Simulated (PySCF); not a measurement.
# From computed data to an observable: oscillator strength and radiative lifetime

CH₅FO₂Si₂, SMILES F[Si@@]1(O)CO[SiH2]1.

Geometry: TPSSh-D3(BJ)/def2-SVP. The structure was generated by enumeration; whether it is a known compound was not checked. One conformer was computed; it need not be the lowest.

PySCF 2.14.0 with TDA-PBE/def2-SVPD puts the first singlet state with f over 0.02 at 5.85 eV (vertical), with the transition dipole (0.426, -0.388, -0.202) in atomic units.

Find the oscillator strength, the wavelength and the radiative lifetime that this transition would have in vacuum if emission retraced absorption.


|μ|² = 0.3728 au, so |μ| = 1.55 D. ΔE = 5.85/27.211 = 0.2150 hartree. f = (2/3) ΔE |μ|² = 0.053 (the program prints 0.053).
λ = 1239.84/5.85 = 212 nm; ν = 47183 cm⁻¹.
Einstein's coefficient A = 0.6670 ν² f s⁻¹ (ν in cm⁻¹) = 7.9e7 s⁻¹, so τ = 1/A = 13 ns. This state is S4; the lower singlets have f = 0.015, 0.010, 0.004. The figure is the radiative limit of this one transition; relaxation, internal conversion, crossing to triplets and a medium change what is measured.
